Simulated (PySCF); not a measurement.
A calculated (PBE0, PySCF 2.14, aug-cc-pVDZ-DK, scalar relativity by spin-free X2C-1e) atom or ion has these occupied shells.

```
shell  electrons  orbital energy (eV)  rms radius, mean of both spins (bohr)
 1s α          1              -5924.0                                 0.0734
 1s β          1              -5924.0                                 0.0734
 2s α          1              -687.81                                  0.317
 2s β          1              -686.01                                  0.317
 2p α          3              -578.27                                  0.288
 2p β          3              -576.72                                  0.288
 3s α          1              -87.270                                  0.973
 3s β          1              -81.661                                  0.973
 3p α          3              -57.500                                   1.06
 3p β          3              -51.381                                   1.06
 3d α          5              -12.525                                   1.57
```

Question: Name the element and its charge.

Answer: Cr⁺ (chromium, charge +1), in [Ar] 3d5, high-spin 6S determinant.
